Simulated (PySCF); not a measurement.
**Radial density of Cl (chlorine, neutral)**

UHF, [Ne] 3s1 3p5 3d1, one real determinant (an excited configuration). Calculation: PySCF 2.14, in aug-cc-pV(Q+d)Z with one added diffuse shell each of s, p, d, f, g type (8s7p6d4f3g, 114 functions); no relativity, point nucleus.

| r (bohr) | 4πr²ρ (e/bohr) | 4πr²(ρα − ρβ) |
| --- | --- | --- |
| 0.00140 | 0.07561 | 0.0003 |
| 0.00236 | 0.2072 | 0.0008 |
| 0.00397 | 0.5548 | 0.0020 |
| 0.00667 | 1.432 | 0.0053 |
| 0.0112 | 3.472 | 0.0128 |
| 0.0189 | 7.581 | 0.0277 |
| 0.0318 | 13.91 | 0.0496 |
| 0.0534 | 19.20 | 0.0636 |
| 0.0899 | 17.52 | 0.0583 |
| 0.151 | 13.27 | 0.1370 |
| 0.254 | 17.98 | 0.3588 |
| 0.428 | 15.97 | 0.1360 |
| 0.719 | 4.664 | 0.3057 |
| 1.21 | 4.084 | 1.6605 |
| 2.03 | 2.541 | 0.8260 |
| 3.42 | 0.3956 | 0.1409 |
| 5.76 | 0.1518 | 0.1472 |
| 9.68 | 0.03479 | 0.0348 |
| 16.3 | 1.107e-05 | 0.0000 |

⟨L²⟩ = 7.98 against 12 for a pure F term, so this real determinant mixes terms. The outer electron is Rydberg-like, and this basis confines it to a smaller radius and binds it less than a complete one would.
